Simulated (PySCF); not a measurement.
SMILES F[SiH]([O][GeH3])F (H₄F₂GeOSi), CAM-B3LYP/def2-SVP optimised geometry.

```
9

Si    -1.76    -0.39     0.00
F     -2.33     1.11     0.00
F     -2.31    -1.05     1.36
O     -0.15    -0.39     0.00
Ge     1.25    -0.05     1.06
H     -2.30    -1.11    -1.16
H      0.81     0.97     2.12
H      2.33     0.52     0.14
H      1.67    -1.38     1.69
```

Density from CAM-B3LYP/def2-TZVP (PySCF) at that geometry.

Minimum of the electron density along straight lines between bonded atoms, close to the bond critical point (lines longer than 1.1 times the sum of covalent radii, or with two minima, are not listed):

```
bond    length / Å  ρ at the minimum / e bohr⁻³  ∇²ρ there / e bohr⁻⁵  position (fraction from the first atom)
------  ----------  ---------------------------  --------------------  ---------------------------------------
Si1–F2       1.607                        0.137                  0.93                                     0.42
Si1–F3       1.609                        0.137                  0.92                                     0.42
Si1–O4       1.615                        0.147                  0.91                                     0.42
O4–Ge5       1.788                        0.134                  0.64                                     0.53
Si1–H6       1.466                        0.133                  0.11                                     0.49
Ge5–H7       1.533                        0.137                  0.04                                     0.59
Ge5–H8       1.530                        0.138                  0.05                                     0.59
Ge5–H9       1.531                        0.137                  0.05                                     0.59
```
